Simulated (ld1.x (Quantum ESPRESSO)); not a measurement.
**Transferability test, RRKJ potential for Hf (Z = 72)**

| Property | Result |
| --- | --- |
| Element | Hf |
| Generator | ld1.x (Quantum ESPRESSO) 7.5 |
| Type | norm-conserving RRKJ (Kleinman–Bylander form) |
| Functional | BLYP |
| Relativity | scalar-relativistic |
| Frozen core | [Kr] 4d10 4f14 5s2 |
| Valence charge | 10 |
| Reference configuration | 5p6 5d2 6s0 6p0 (charge +2) |
| Partial waves | 5p (bound): rc 2.05 bohr; 5d (bound): rc 1.70 bohr; 6s (bound, empty): rc 2.80 bohr |
| Local potential | the s channel |
| Core correction | a·sin(br)/r model core inside 1.25 bohr |

Energies are relative to the spin-unpolarised reference configuration 5p6 5d2 6s0 6p0; without spin polarisation the order of configurations can differ from experiment. The frozen-core shift is the all-electron ΔE with the core orbitals held at their reference shape minus the fully relaxed ΔE.

```csv
valence configuration,charge,ΔE all-electron (eV),error AE − PS (meV),frozen-core shift (meV)
5p6 5d2 6s1 6p0,+1,-14.277,-0.7,-1.9
5p6 5d1 6s0 6p0,+3,21.812,-74,+46
5p6 5d2 6s0 6p1,+1,-9.555,-684,-2.8
5p6 5d1 6s2 6p0,+1,-15.805,-64,-4.1
5p6 5d3 6s1 6p0,0,-19.576,-23,+12
```

Task: What are ΔE and the potential's error for 5p6 5d2.5 6s1.5 6p0?

Result: ΔE = -20.922 eV all-electron; the error (AE − PS) is -7.6 meV.

Task: What are ΔE and the potential's error for 5p6 5d2 6s2 6p0?

Result: ΔE = -22.181 eV all-electron; the error (AE − PS) is -7.7 meV.

A variational frozen-core shift is positive and of second order in the change. This column holds negative values, so the frozen-core run of ld1.x carries numerical noise or an error of first order here, and the column gives no more than the rough size of the effect.
